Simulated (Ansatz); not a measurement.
Cartesian coordinates in Å:
```
O -2.421 0.977 0.817
B -1.212 0.490 0.424
O -0.237 1.395 0.153
Si 1.205 1.578 -0.600
O -1.036 -0.866 0.326
Si 0.189 -1.943 0.130
H -3.044 0.271 1.004
H 2.297 1.575 0.404
H 1.426 0.475 -1.573
H 1.189 2.873 -1.321
H 0.300 -2.327 -1.299
H -0.132 -3.139 0.945
H 1.476 -1.358 0.590
```

The species carries charge 0 and has multiplicity 1.

Problem. List the r2SCAN/def2-TZVPP orbital energies in eV (Ansatz). (Best estimate.)

Solution. Computed: Occupied: -1791.76, -1791.68, -516.13, -516.01, -516.00, -182.43, -142.13, -142.05, -97.03, -96.97, -96.97, -96.95, -96.89, -96.88, -27.62, -26.51, -26.32, -15.70, -15.03, -13.60, -12.47, -11.82, -11.09, -10.51, -9.79, -9.53, -9.14, -9.03, -8.56, -7.98, -7.90, -7.70. Lowest empty: -0.67, 0.28, 0.67, 0.77, 1.23, 1.40, 1.49, 1.61.
